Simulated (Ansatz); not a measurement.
The same silylene extrusion along the group O, S, Te.

Computed with Ansatz on PBE0-D4/def2-TZVP structures; ΔE is electronic, products minus reactants. CBS: MP2 limit from def2 TZ/QZ plus the TZ coupled-cluster correction, frozen cores. This one scheme is used for every species. Functionals use def2-TZVPP. def2 core potentials past Kr. For Te outer-core shells are correlated without core-valence functions, which leaves a few kJ/mol of doubt a bond. One conformer a species, not always the lowest.

| reaction | ωB97M-V (kJ/mol) | MP2/CBS(def2) (kJ/mol) | CCSD(T)/CBS(def2) (kJ/mol) |
| --- | --- | --- | --- |
| `OC[SiH2]F` → `[SiH2]` + `OCF` | 385 | 422 | 395 |
| `F[SiH2]CS` → `[SiH2]` + `FCS` | 441 | 484 | 453 |
| `F[SiH2]C[TeH]` → `[SiH2]` + `FC[TeH]` | 464 | 510 | 477 |

Largest T1 diagnostic: 0.014, for `[SiH2]`.
